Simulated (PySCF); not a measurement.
HgI, SMILES [I][Hg+], charge +1.

Coordinates come from a r2SCAN-D4/def2-TZVP optimisation. The spin state was assumed, not searched. The def2 effective core potentials stand for the cores of Hg, I; spin–orbit coupling is left out.

Level of theory: r2SCAN/def2-TZVPD (PySCF).

| Property | Value |
|---|---|
| total energy | -451.08121 hartree |
| point group | C∞v |
| highest occupied level | -12.53 eV |
| lowest empty level | -11.38 eV |
| orbital gap | 1.14 eV |
| dipole moment about the centre of nuclear charge | 2.35 D |
| mean static polarisability | 55.8 bohr³ (8.28 Å³) |
| polarisability, principal values | 42.3, 42.3, 83.0 bohr³ |
